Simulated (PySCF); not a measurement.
Se(Cl)(SiH3), SMILES Cl[Se][SiH3] (PBE0/def2-SVP optimised geometry):

```
6

Se    -0.284    -1.426     0.000
Cl     1.918    -1.426     0.000
Si    -0.446     0.861     0.000
H     -1.918     1.114     0.000
H      0.189     1.426    -1.223
H      0.189     1.426     1.223
```

Calculation: PySCF 2.14.0 with PBE0/def2-TZVP.

Q: What are the frontier orbital energies and the dipole moment?

A: HOMO-2 -9.77 eV, HOMO-1 -8.51 eV, HOMO -7.06 eV, LUMO -2.54 eV, LUMO+1 -0.47 eV; dipole moment 1.75 D.

On the same geometry PBE/def2-TZVP run with PySCF gives HOMO-2 -8.31 eV, HOMO-1 -7.25 eV, HOMO -5.87 eV, LUMO -3.47 eV, LUMO+1 -1.31 eV; dipole moment 1.59 D.

Meta-Löwdin charges at PBE0/def2-TZVP: Se1 0.04, Cl2 -0.22, Si3 0.39, H4 -0.07, H5 -0.07, H6 -0.07.
